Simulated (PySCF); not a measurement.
Input for PySCF: R-B3LYP/6-311+G** on C3H8O (SMILES CCCO), a point of a torsion scan.

```python
from pyscf import gto, scf, dft, mp
from pyscf.data.elements import chemcore

mol = gto.M(
    atom='''
    C    -1.17966389    0.79295819    0.12142133
    C    -0.42675695   -0.46400877   -0.30576196
    C     0.95054915   -0.62463877    0.38820598
    O     1.28273472    0.40179099    1.29008980
    H    -2.18369040    0.77886059   -0.29543895
    H    -0.68234365    1.69402021   -0.23408946
    H    -1.25401090    0.83987457    1.20513907
    H    -1.04202672   -1.33351254   -0.07235392
    H    -0.28634092   -0.44496592   -1.38815725
    H     0.96154683   -1.53441571    0.99210428
    H     1.73802290   -0.71928074   -0.37366060
    H     1.30269912    1.23906588    0.81460489
    ''',
    basis='6-311+g**',
    charge=0, spin=0, verbose=3, max_memory=1800)
mf = dft.RKS(mol, xc='b3lyp')
mf.conv_tol = 1e-8
mf.max_cycle = 100
mf.kernel()
if not mf.converged:
    mf = mf.newton().run(mf.mo_coeff, mf.mo_occ)
```

Program output:

```
converged SCF energy = -194.41021680696
```

The calculation finished and met its thresholds.

Cost: around 15 core-seconds (rough).
